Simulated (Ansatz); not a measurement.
`[OH][Ge][F]` + H₂S → `[F][Ge][SH]` + H₂O at 600 K and 1 bar (ligand exchange at a Ge–O bond).

Isolated molecules relaxed with PBE0-D4/def2-TZVP in Ansatz; ΔE leaves out vibrations. CCSD(T)/CBS adds triple-zeta CCSD(T) − MP2 to the extrapolated MP2 energy (def2 sets, frozen cores). This one scheme is used for every species. For Ge outer-core shells are correlated without core-valence functions, which leaves a few kJ/mol of doubt a bond. Scalar relativity is left out up to krypton. Each species was taken in one conformer, which may not be the lowest.

| species | CCSD(T)/CBS energy (Eh) | H − E (kJ/mol) | S (J/(mol·K)) |
| --- | --- | --- | --- |
| `[OH][Ge][F]` | -2251.74560 | 72.2 | 324.3 |
| H₂S | -398.97279 | 60.8 | 230.9 |
| `[F][Ge][SH]` | -2574.33845 | 64.0 | 342.3 |
| H₂O | -76.37941 | 76.8 | 212.8 |

H − E and S are ideal-gas, rigid-rotor, harmonic terms from PBE0-D4/def2-TZVP, for one conformer and one mirror image of each species. 1 Eh = 2625.50 kJ/mol, R = 8.31446 J/(mol·K).

**Question.** By hand: ΔE, ΔH, ΔS and ΔG.

**Answer.** ΔE = (-2574.33845) + (-76.37941) − (-2251.74560) − (-398.97279) = 0.00053 Eh = 1.4 kJ/mol. Δ(H − E) = 64.0 + 76.8 − 72.2 − 60.8 = 7.8, so ΔH = 9.2 kJ/mol. ΔS = 342.3 + 212.8 − 324.3 − 230.9 = -0.1 J/(mol·K). ΔG = 9.2 − 600 × (-0.1)/1000 = 9.3 kJ/mol.

**Question.** By hand: the equilibrium constant, and the temperature at which ΔG would vanish if ΔH and ΔS stayed fixed.

**Answer.** log₁₀ K = −ΔG/(RT ln 10) = -0.8. ΔH and −TΔS have one sign here, so there is no such temperature. One of them is within its doubt of zero, so this could turn.

The number of gas molecules stays the same, so ΔS is small and ΔH decides. A doubt of 5 kJ/mol in ΔE shifts log₁₀ K by 0.4 here. Other conformers and mirror images would add mixing entropy, several J/(mol·K) or more a flexible species. These are equilibria of isolated gas molecules and say nothing of rates. Largest T1 diagnostic: 0.015 (customary marks: 0.02 for closed shells, 0.045 for open ones).
